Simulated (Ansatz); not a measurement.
Frontier orbitals of CH$_{6}$AlBO$_{2}$Si (`[OH][Al]([OH])[CH]1B[SiH2]1`).

The species carries charge 0 and has multiplicity 1. All single points use the PBE0-D4/def2-TZVP geometry. It is one conformer, not always the lowest. Basis def2-TZVPP, Ansatz.

Orbital energies of one run (eV). Highest occupied ones, from the top: -9.52, -11.04, -11.44, -11.88, -12.03, -12.43, -13.31, -14.00, -14.81, -16.17, -16.74, -17.56, -18.32, -23.64. Empty: 0.87, 1.45, 2.49, 2.78, 3.09, 3.67.

Problem. Which functional gave them?
A. HSE06 (plane-wave form)
B. LC-ωPBE
C. B97M-V
D. PBE

Solution. B. HOMO energies: LC-ωPBE -9.52, PBE -5.95, B97M-V -6.19, HSE06 -6.59 eV.

LC-ωPBE has ω = 0.4 bohr⁻¹.
